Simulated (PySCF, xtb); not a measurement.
BFGeH4O, SMILES F[B](O)[GeH3]. The values are those of a single conformer.

Harmonic wavenumbers (cm⁻¹) from GFN2-xTB in xtb at its own minimum, in rising order: 43, 166, 276, 295, 467, 525, 535, 684, 821, 893, 902, 934, 1160, 1309, 2032, 2091, 2116, 3545.

Question: What does PBE0-D3(BJ)/def2-SVP run with PySCF 2.14.0 give at its own minimum? (An estimate is asked for; the answer gives what the named calculation found.)

Answer: 31, 190, 301, 334, 519, 572, 581, 664, 815, 890, 893, 998, 1274, 1436, 2149, 2149, 2166, 3840. Paired by order, the mean absolute difference is 62 cm⁻¹ and the zero-point energies are 26.9 and 28.3 kcal/mol.
